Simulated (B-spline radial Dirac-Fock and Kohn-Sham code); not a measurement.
Dipole and non-dipole photoemission parameters of Mn 3p3/2

System: neutral manganese, [Ar] 3d5 4s2; threshold 59.94 eV (orbital energy of the model). Level of theory: Dirac-Hartree-Slater photoionisation with a Latter tail; cross sections with all multipoles, angular parameters from the dipole term and its interference with E2; a radial B-spline solver.

For linearly polarised light dσ/dΩ = σ/(4π) [1 + β P₂(cos θ) + (δ + γ cos²θ) sin θ cos φ], with θ from the polarisation vector and φ the angle between the beam and the projection of the electron momentum on the plane normal to the polarisation.

```
hν (eV)   σ (kb)       β       γ       δ
   73.3      487   0.136  -0.134   0.046
   77.2      448  -0.309  -0.155   0.058
   78.2      445  -0.385  -0.155   0.060
    106      603   0.232   0.108   0.033
    150      695   1.063   0.129   0.005
    229      521   1.453   0.017  -0.001
    283      402   1.545  -0.015   0.000
    290      388   1.552  -0.017   0.000
    300      370   1.563  -0.019   0.000
    307      358   1.569  -0.021   0.000
    371      267   1.608  -0.019   0.002
    436      202   1.626  -0.002   0.003
    493      161   1.631   0.020   0.004
    581      116   1.628   0.058   0.005
    600      109   1.627   0.067   0.006
   1220     21.2   1.512   0.346   0.017
   1260     19.6   1.504   0.362   0.018
   2000     5.76   1.361   0.595   0.034
   2010     5.68   1.359   0.598   0.035
   2510     3.04   1.276   0.714   0.047
   2870     2.06   1.222   0.784   0.056
 2984.4     1.84   1.206   0.805   0.059
   3250     1.43   1.170   0.850   0.065
   4020        ?       ?       ?       ?
   6080    0.202   0.885   1.156   0.136
 8047.8   0.0797   0.753   1.271   0.183
   8580   0.0642   0.723   1.296   0.195
 9251.7   0.0497   0.688   1.323   0.210
  15000  0.00925   0.475   1.483   0.324
```

Problem. Give the values at 4020 eV.

Solution. σ = 0.749 kb, β = 1.076, γ = 0.960, δ = 0.085.

Values without a named source are computed, but for edge energies of neutral atoms, which are taken from tables.
